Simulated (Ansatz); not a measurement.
The inner images of a band of AlGeH5Te (8 atoms, charge 0, multiplicity 1) are given out of order.

Method: RKS B3LYP-D4/def2-mTZVP (Ansatz 0.2.0).

First end point:

```xyz
8
Properties=species:S:1:pos:R:3
Ge -0.996 1.274 -0.160
Al 0.886 -0.325 0.015
Te 0.242 -2.759 0.379
H -2.360 0.585 0.058
H -1.049 1.951 -1.549
H -0.894 2.414 0.879
H 2.419 0.052 -0.076
H 1.843 -3.249 0.397
```

Last end point:

```xyz
8
Properties=species:S:1:pos:R:3
Ge -0.923 0.991 -0.107
Al -0.746 -1.443 0.315
Te -0.551 -3.742 0.717
H -2.400 1.415 -0.204
H -0.215 1.346 -1.427
H -0.254 1.772 1.040
H 2.589 0.163 -0.281
H 2.593 -0.558 -0.108
```

**Question.** Put them in order from the first end to the last, with their energies above the first end.
A.
```xyz
8
Properties=species:S:1:pos:R:3
Ge -1.063 1.119 -0.139
Al -0.512 -1.287 0.132
Te -0.036 -3.571 0.352
H -2.589 1.296 0.000
H -0.632 1.608 -1.534
H -0.369 1.993 0.922
H 2.782 -0.261 0.080
H 2.514 -0.953 0.132
```
B.
```xyz
8
Properties=species:S:1:pos:R:3
Ge -1.020 1.156 -0.142
Al -0.216 -1.186 0.072
Te 0.204 -3.489 0.258
H -2.553 1.056 -0.031
H -0.668 1.776 -1.508
H -0.510 2.094 0.970
H 2.517 -0.371 0.139
H 2.337 -1.093 0.186
```
C.
```xyz
8
Properties=species:S:1:pos:R:3
Ge -0.988 1.205 -0.143
Al 0.067 -1.050 0.063
Te 0.440 -3.386 0.189
H -2.502 0.915 -0.069
H -0.694 1.880 -1.496
H -0.628 2.190 0.985
H 2.243 -0.523 0.197
H 2.153 -1.288 0.219
```
D.
```xyz
8
Properties=species:S:1:pos:R:3
Ge -1.044 1.247 -0.174
Al 0.468 -0.665 0.090
Te 0.569 -3.175 0.315
H -2.554 0.992 -0.045
H -0.762 1.875 -1.559
H -0.626 2.296 0.883
H 2.010 -0.302 0.130
H 2.031 -2.324 0.304
```
E.
```xyz
8
Properties=species:S:1:pos:R:3
Ge -1.014 1.073 -0.122
Al -0.670 -1.355 0.233
Te -0.325 -3.647 0.570
H -2.519 1.399 -0.137
H -0.399 1.503 -1.466
H -0.343 1.873 1.009
H 2.756 -0.097 -0.151
H 2.607 -0.806 0.009
```
F.
```xyz
8
Properties=species:S:1:pos:R:3
Ge -0.994 1.243 -0.162
Al 0.314 -0.851 0.088
Te 0.621 -3.267 0.254
H -2.503 0.945 -0.073
H -0.700 1.893 -1.530
H -0.622 2.254 0.941
H 2.033 -0.606 0.185
H 1.943 -1.668 0.241
```
G.
```xyz
8
Properties=species:S:1:pos:R:3
Ge -1.056 1.268 -0.168
Al 0.653 -0.495 0.069
Te 0.409 -3.006 0.343
H -2.538 0.894 0.025
H -0.913 1.898 -1.573
H -0.719 2.386 0.846
H 2.174 -0.076 0.048
H 2.081 -2.927 0.355
```

**Answer.** G (+7.9 kJ/mol), D (+50.8 kJ/mol), F (+144.2 kJ/mol), C (+85.6 kJ/mol), B (+53.1 kJ/mol), A (+43.0 kJ/mol), E (+41.6 kJ/mol).

Time of the run: 6.5 min on 2 threads of AMD EPYC 7R43 64-Core Processor (Zen 3) (shared host), peak memory 0.29 GiB.
